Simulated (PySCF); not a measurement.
Two species compared at the same levels of theory.

First species: C8H11P.
SMILES with atom numbers: `[CH2:1]=[CH:2][CH:3]1[CH:4]=[CH:5][P:6]([CH3:7])[CH:8]=[CH:9]1` (hydrogens: H10, H11 on C1; H12 on C2; H13 on C3; H14 on C4; H15 on C5; H16, H17, H18 on C7; H19 on C8; H20 on C9)

Second species: C7H11ClSi.
Atom-mapped SMILES: `[CH3:1][CH2:2][CH2:3][C:4]1=[CH:5][CH:6]=[C:7]([Cl:8])[SiH2:9]1` (hydrogens: H10, H11, H12 on C1; H13, H14 on C2; H15, H16 on C3; H17 on C5; H18 on C6; H19, H20 on Si9)

Levels: PBE0/pcSseg-1 for dipole moment, HOMO energy, LUMO energy and HOMO–LUMO gap; GFN2-xTB for rotational constant A and rotational constant C. Geometries: GFN2-xTB. All species are isolated and taken at one optimised geometry, non-relativistic unless stated. Electronic properties by PySCF.

The conformers computed, where there is a choice (atom-mapped SMILES and torsion angles):
- `[CH2:1]=[CH:2][CH:3]1[CH:4]=[CH:5][P:6]([CH3:7])[CH:8]=[CH:9]1`: C1–C2–C3–C4 -120°
- `[CH3:1][CH2:2][CH2:3][C:4]1=[CH:5][CH:6]=[C:7]([Cl:8])[SiH2:9]1`: C1–C2–C3–C4 80°, C2–C3–C4–C5 105°

```
             property   column X   column Y
        dipole moment     1.27 D     2.28 D
          HOMO energy   -6.34 eV   -6.34 eV
          LUMO energy   -0.21 eV   -1.64 eV
        HOMO–LUMO gap    6.13 eV    4.70 eV
rotational constant A  3.036 GHz  2.786 GHz
rotational constant C  0.871 GHz  0.502 GHz
```

(1) Which column belongs to which species?

(2) How does each property change from the first species to the second?

Results:

(1) Column X is the first species and column Y the second. The first has 20 atoms and 74 electrons, the second 20 and 84.

(2) dipole moment +1.01 D; HOMO energy 0.00 eV; LUMO energy -1.43 eV; HOMO–LUMO gap -1.43 eV; rotational constant A -0.250 GHz; rotational constant C -0.369 GHz.

On the first: A dipole of 1.27 D is allowed in Cs, and pure rotational transitions are dipole-allowed. The dipole matches unit charges of opposite sign 0.27 Å apart (1 e·Å = 4.8032 D).

On the second: The dipole matches unit charges of opposite sign 0.47 Å apart (1 e·Å = 4.8032 D). A dipole of 2.28 D is allowed in C1, and pure rotational transitions are dipole-allowed. GFN2-xTB frequencies show an imaginary mode (41i cm⁻¹), so this geometry is no minimum at that level.
